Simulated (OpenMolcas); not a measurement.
Pt6+ among 4 point charges of -2.5 e arranged as a tetrahedron (Td), 1.7 Å from the ion.

```
Program             : OpenMolcas
Method              : SS-CASPT2, IPEA 0.25 Eh, imaginary shift 0.1 Eh (closed shells correlated: 4f 5s 5p)
Basis               : ANO-RCC-VDZP [7s6p4d2f]
Scalar Hamiltonian  : DKH2, point nucleus
Active space        : 4 electrons in 5 orbitals (5d)
State averaging     : 2S+1 = 5 even, 5 roots; 2S+1 = 3 even, 45 roots; 2S+1 = 1 even, 50 roots
Spin-orbit coupling : RASSI with atomic mean-field integrals over the reference wave functions
```

(1) What is the spin-free ground state (labels of Td)?

(2) Where is the first state of the same spin?

(3) What are the lowest two levels with spin-orbit coupling?

(4) What is χT at 300 K?

Results:

(1) 5T2, 3-fold in its orbital part, 100 % from free-ion D terms; it has the highest spin that d4 allows.

(2) 5E at 6280 cm-1 above the ground state.

(3) A 1-fold level A1, then a 3-fold level T1 7800 cm-1 above it. Their leading multiplicities are 5 (55 %) and 5 (80 %).

(4) 0.03 cm3 K/mol.

Roots that are degenerate in the reference are averaged as groups; the widest CASPT2 spread within a group is 210 cm-1 (the 3-fold group of multiplicity 1 near 79700 cm-1 above the lowest state of its run). Shifts and gaps below about the spread of the groups concerned are not significant. Spin-orbit coupling mixes the spin-free states strongly: the lowest level takes only 41 % from its leading state, 5T2. Point charges give a weaker field than real ligands, and real ions of this kind are as a rule low spin; the high spin found here belongs to the model. Free-ion shares, where given, are those of the reference states; single-state CASPT2 does not remix them. Point charges carry no covalency, so the field is a model and not that of real ligands. No measured value stands beside these numbers.
